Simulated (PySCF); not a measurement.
# input.py for BeCl⁻

Input:

```python
from pyscf import gto, scf

mol = gto.M(
    atom='Be 0 0 0; Cl 0 0 2.171',
    basis='aug-cc-pvdz',
    charge=-1,
    spin=0,
    verbose=4,
)
mf = scf.RHF(mol)
mf = mf.density_fit(auxbasis='def2-universal-jkfit')
mf = scf.addons.smearing_(mf, sigma=0.01, method='fermi')
mf.kernel()
mf.analyze()
print('orbital energies (hartree):', mf.mo_energy[..., max(0, mol.nelec[1]-3):mol.nelec[0]+3].round(4))
```

```bash
$ OMP_NUM_THREADS=1 python input.py
```

It prints (some set-up lines and the per-cycle HOMO/LUMO lines with their warnings removed):

```
PySCF version 2.14.0

[INPUT] Symbol           X                Y                Z      unit          X                Y                Z       unit  Magmom
[INPUT]  1 Be     0.000000000000   0.000000000000   0.000000000000 AA    0.000000000000   0.000000000000   0.000000000000 Bohr   0.0
[INPUT]  2 Cl     0.000000000000   0.000000000000   2.171000000000 AA    0.000000000000   0.000000000000   4.102595416431 Bohr   0.0

nuclear repulsion = 16.5748734880516
number of shells = 16
number of NR pGTOs = 85
number of NR cGTOs = 50
basis = aug-cc-pvdz
ecp = {}

******** <class 'pyscf.scf.smearing.SmearingDFRHF'> ********
method = SmearingDFRHF
initial guess = minao
damping factor = 0
level_shift factor = 0
DIIS = <class 'pyscf.scf.diis.CDIIS'>
SCF conv_tol = 1e-09
SCF max_cycles = 50
Initial guess from minao.
******** <class 'pyscf.df.df.DF'> ********
auxbasis = def2-universal-jkfit
init E= -474.066362041821
    sigma = 0.01  Optimized mu = -0.0943592937179  entropy = 0.00161539412262
    Total E(T) = -474.129146735571  Free energy = -474.129162889512  E0 = -474.129154812541
cycle= 1 E= -474.129146735571  delta_E= -0.0628  |g|= 0.28  |ddm|= 0.975
    sigma = 0.01  Optimized mu = 0.0284602147456  entropy = 0.0386503018604
    Total E(T) = -474.169813411736  Free energy = -474.170199914754  E0 = -474.170006663245
cycle= 2 E= -474.169813411736  delta_E= -0.0407  |g|= 0.162  |ddm|= 0.744
    sigma = 0.01  Optimized mu = 0.0218263068855  entropy = 0.021048511096
    Total E(T) = -474.176710416022  Free energy = -474.176920901133  E0 = -474.176815658578
cycle= 3 E= -474.176710416022  delta_E= -0.0069  |g|= 0.023  |ddm|= 0.231
    sigma = 0.01  Optimized mu = 0.0174162391481  entropy = 0.0143668618739
    Total E(T) = -474.178275149853  Free energy = -474.178418818472  E0 = -474.178346984163
cycle= 4 E= -474.178275149853  delta_E= -0.00156  |g|= 0.00506  |ddm|= 0.214
    sigma = 0.01  Optimized mu = 0.0180446662129  entropy = 0.0154700141305
    Total E(T) = -474.178397271536  Free energy = -474.178551971677  E0 = -474.178474621607
cycle= 5 E= -474.178397271536  delta_E= -0.000122  |g|= 0.00188  |ddm|= 0.0631
    sigma = 0.01  Optimized mu = 0.0178556994853  entropy = 0.0153481093534
    Total E(T) = -474.178407573203  Free energy = -474.178561054297  E0 = -474.17848431375
cycle= 6 E= -474.178407573203  delta_E= -1.03e-05  |g|= 0.000521  |ddm|= 0.0148
    sigma = 0.01  Optimized mu = 0.0178609655654  entropy = 0.0153861163037
    Total E(T) = -474.178407968992  Free energy = -474.178561830155  E0 = -474.178484899573
cycle= 7 E= -474.178407968992  delta_E= -3.96e-07  |g|= 0.000105  |ddm|= 0.00535
    sigma = 0.01  Optimized mu = 0.0178383577676  entropy = 0.0153634426027
    Total E(T) = -474.178408231399  Free energy = -474.178561865825  E0 = -474.178485048612
cycle= 8 E= -474.178408231399  delta_E= -2.62e-07  |g|= 1.45e-05  |ddm|= 0.00126
    sigma = 0.01  Optimized mu = 0.0178395175906  entropy = 0.0153651791032
    Total E(T) = -474.178408214755  Free energy = -474.178561866546  E0 = -474.178485040651
cycle= 9 E= -474.178408214755  delta_E= 1.66e-08  |g|= 2.2e-06  |ddm|= 0.000152
    sigma = 0.01  Optimized mu = 0.0178396310198  entropy = 0.0153652506928
    Total E(T) = -474.178408214066  Free energy = -474.178561866573  E0 = -474.17848504032
cycle= 10 E= -474.178408214066  delta_E= 6.89e-10  |g|= 6.74e-07  |ddm|= 2.35e-05
    sigma = 0.01  Optimized mu = 0.0178396750997  entropy = 0.0153653210878
    Total E(T) = -474.178408213364  Free energy = -474.178561866575  E0 = -474.178485039969
Extra cycle  E= -474.178408213364  delta_E= 7.02e-10  |g|= 2.75e-07  |ddm|= 4.55e-06
converged SCF energy = -474.178408213364
**** SCF Summaries ****
Total Energy =                        -474.178408213363923
One-electron Energy =                 -692.249017888907815
Two-electron Energy =                  201.495736187492270
Two-electron Coulomb Energy =          231.912199375121219
DFT Exchange-Correlation Energy =      -30.416463187628949
(Electronic) Entropy                     0.015365321087835
(Electronic) Zero Point Energy        -474.178485039969360
Free Energy =                         -474.178561866574796
**** MO energy ****
[12 lines left out]
MO #13  energy= 0.105727714857211  occ= 0.000304814
MO #14  energy= 0.109339107256292  occ= 0.000212429
MO #15  energy= 0.171509228720141  occ= 4.23883e-07
MO #16  energy= 0.253041268502999  occ= 1.21999e-10
MO #17  energy= 0.253041268503     occ= 1.21999e-10
MO #18  energy= 0.257337437624469  occ= 7.93916e-11
MO #19  energy= 0.293122021947635  occ= 2.21651e-12
MO #20  energy= 0.293122021947653  occ= 2.21651e-12
MO #21  energy= 0.324406042838842  occ= 9.70559e-14
MO #22  energy= 0.383983328337161  occ= 2.50965e-16
MO #23  energy= 0.383983328337164  occ= 2.50965e-16
MO #24  energy= 0.427253183667269  occ= 0
MO #25  energy= 0.441664889136448  occ= 0
MO #26  energy= 0.441664889136455  occ= 0
[24 lines left out]
 ** Mulliken pop on meta-lowdin orthogonal AOs  **
 ** Mulliken pop  **
pop of  0 Be 1s           1.99999
pop of  0 Be 2s           1.76138
pop of  0 Be 3s           0.02807
pop of  0 Be 4s           0.10618
pop of  0 Be 2px          0.00734
pop of  0 Be 2py          0.00734
pop of  0 Be 2pz          0.13750
pop of  0 Be 3px          0.00007
pop of  0 Be 3py          0.00007
pop of  0 Be 3pz          0.00826
pop of  0 Be 4px          0.00031
pop of  0 Be 4py          0.00031
[38 lines left out]
 ** Mulliken atomic charges  **
charge of    0Be =     -0.07153
charge of    1Cl =     -0.92847

WARN: System has nonzero charge -1; the dipole moment is origin-dependent.
Location of origin: [0. 0. 0.]

Dipole moment(X, Y, Z, Debye): -0.00000,  0.00000, -1.91076
orbital energies (hartree): [-0.2562 -0.2562 -0.0601  0.1057  0.1057  0.1093]
```

In short: E(SCF) = -474.178408 Eh, 10 cycles.

Run time: 0.87 s on 1 thread of Arm Neoverse V1 (shared host), peak memory 0.13 GiB.

Stability towards an unrestricted solution was not tested. The bond length is a typed value, not an optimised one. The dipole of an ion depends on the origin.
